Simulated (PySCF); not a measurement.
Ionisation energy of As¹⁵⁺ by level of theory

As¹⁵⁺ [Ar] (1S) → As¹⁶⁺ [Ne] 3s2 3p5 (2P), as a difference of total energies. Computed with PySCF 2.14 in an uncontracted even-tempered set (19 s from 1.2 bohr⁻², ratio 2.5; 12 p from 1.6 bohr⁻², ratio 2.5; 5 d from 9.5 bohr⁻², ratio 2.7; 4 f from 14 bohr⁻², ratio 2.7), with scalar relativity by spin-free X2C-1e. Correlated levels: outer shells: 1s2 frozen; virtual orbitals above 40 to 60 times the deepest correlated orbital energy dropped. The calculations carry no spin-orbit coupling.

```
                method  ionisation energy (eV)
                   UHF                  588.92
                   LDA                  590.40
                   PBE                  590.22
                  PBE0                  590.37
                r2SCAN                  590.70
             BHandHLYP                  590.25
                  TPSS                  590.37
    MP2 (outer shells)                  589.85
SCS-MP2 (outer shells)                  589.71
```

**Question.** How much does correlation contribute at MP2 (outer shells)?

**Answer.** 589.85 − (588.92) = 0.93 eV, measured against UHF.

A first-order spin-orbit estimate (lowest level to lowest level, LS coupling) adds -2.248 eV.

Breit and QED terms and the two-electron picture change are absent.

For comparison: 587.6 ± 1.9 eV (semi-empirical (NIST evaluation); NIST Atomic Spectra Database, ionization energies).
